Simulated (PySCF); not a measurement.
Compound: C6H12F2Se.
Z-matrix (Å and degrees, PBE0-D3(BJ)/def2-SVP geometry), rows numbered from 1:
```
C 
C   1  1.5196
C   2  1.5224  1  112.81
C   3  1.5246  2  114.15  1  -178.12
Se  4  1.9627  3  109.83  2    71.98
C   5  1.9402  4   98.98  3  -156.45
C   4  1.5135  3  111.87  2  -165.41
F   7  1.3541  4  110.76  3   175.55
F   7  1.3569  4  109.95  3    57.86
H   1  1.1003  2  111.44  3  -178.81
H   1  1.1020  2  111.47  3   -58.58
H   1  1.1019  2  111.23  3    61.24
H   2  1.1041  1  109.83  3   121.47
H   2  1.1024  1  110.10  3  -122.28
H   3  1.1059  2  109.82  1   -54.78
H   3  1.1029  2  109.37  1    61.10
H   4  1.1030  3  110.18  2   -46.28
H   6  1.0958  5  110.52  4   -63.39
H   6  1.0984  5  110.33  4    59.12
H   6  1.0984  5  106.39  4   177.34
H   7  1.1041  4  112.49  3   -62.98
```

Level of theory: PBE0-D3(BJ)/def2-SVP geometry optimisation, gas phase in PySCF.

Take the most abundant isotopes and a rigid rotor. The values belong to one conformer with, in the numbering `[CH3:1][CH2:2][CH2:3][C@@H:4]([Se:5][CH3:6])[CH:7]([F:8])[F:9]`, C1–C2–C3–C4 -178°, C2–C3–C4–Se5 72°, C3–C4–Se5–C6 -156°, C3–C4–C7–F8 176°.

(1) What are A, B and C (cm⁻¹)?

(2) What kind of rotor is it?

(3) Is it planar, by Δ = Ic − Ia − Ib?

(4) Give the other two planar moments, Paa and Pbb, and the rms extents of the mass along the axes.

(5) Which lines would a microwave search look for?

(6) Estimate the classical rotational partition function at 10 K, 100 K and 298.15 K.

Answers

(1) Ia = 440.57, Ib = 593.44, Ic = 949.88 u·Å²; 505379 MHz·u·Å²/I gives 1147, 851.6 and 532.0 MHz, that is A = 0.03826, B = 0.02841, C = 0.01775 cm⁻¹.

(2) An asymmetric top: κ = (2 × 851.6 − 1147 − 532.0)/(1147 − 532.0) = 0.04.

(3) Not planar: Δ = Ic − Ia − Ib = -84.13 u·Å². For a rigid frame Δ = −2 Σ m c², so Σ m c² = 42.06 u·Å² lies off the ab plane: 15.74 from hydrogen and 26.32 from heavier atoms. The atom farthest from that plane is 2.04 Å away.

(4) Paa = Σ m a² = (Ib + Ic − Ia)/2 = 551.38 and Pbb = Σ m b² = (Ia + Ic − Ib)/2 = 398.50 u·Å². With the mass M = 202.01 u, the rms extents √(P/M) along a, b and c are 1.65, 1.40, 0.46 Å.

(5) The dipole components are |μa| = 0.59 D, |μb| = 0.88 D, |μc| = 0.37 D. The squared components, which scale the intensities, stand as 0.45 : 1.00 : 0.18 (a : b : c). Some lines, for components of 0.1 D or more:

| type | branch | J(Ka,Kc) | MHz | lower level (cm⁻¹) |
| --- | --- | --- | --- | --- |
| c | Q | 3(2,2) ← 3(1,2) | 543 | 0.320 |
| c | Q | 5(3,3) ← 5(2,3) | 759 | 0.820 |
| a | Q | 2(1,1) ← 2(1,2) | 959 | 0.138 |
| c | Q | 5(4,2) ← 5(3,2) | 2236 | 0.876 |
| b | R | 2(0,2) ← 1(1,1) | 2317 | 0.056 |
| c | Q | 4(4,1) ← 4(3,1) | 2708 | 0.618 |
| a | R | 2(1,1) ← 1(1,0) | 3087 | 0.067 |
| b | R | 3(0,3) ← 2(1,2) | 3549 | 0.138 |
| a | R | 3(0,3) ← 2(0,2) | 3680 | 0.133 |
| b | Q | 5(2,4) ← 5(1,5) | 3947 | 0.606 |
| b | R | 2(2,0) ← 1(1,1) | 4448 | 0.056 |
| a | R | 3(2,1) ← 2(2,0) | 4622 | 0.204 |
| a | R | 4(1,4) ← 3(1,3) | 4686 | 0.257 |
| b | R | 4(1,4) ← 3(0,3) | 4727 | 0.256 |
| c | R | 3(2,1) ← 2(1,1) | 5663 | 0.170 |
| b | R | 5(2,3) ← 4(3,2) | 6356 | 0.608 |
| b | R | 3(3,0) ← 2(2,1) | 6563 | 0.199 |
| b | R | 5(2,4) ← 4(1,3) | 6828 | 0.510 |
| b | R | 4(4,1) ← 3(3,0) | 8714 | 0.418 |
| c | R | 5(2,3) ← 4(1,3) | 9298 | 0.510 |
| b | R | 5(4,2) ← 4(3,1) | 9964 | 0.618 |
| c | R | 5(4,2) ← 4(3,2) | 10280 | 0.608 |

(6) Point group C1, symmetry number σ = 1; q = (√π/σ)·√((kT/h)³/(ABC)), k/h = 20836.6 MHz/K: 7390 at 10 K, 234000 at 100 K, 1200000 at 298.15 K.

Not checked by PBE0-D3(BJ)/def2-SVP frequencies. No vibrational averaging or centrifugal distortion is included, and the geometry carries the error of its method. A rigid rotor knows nothing of internal rotation, which can split or shift real lines.
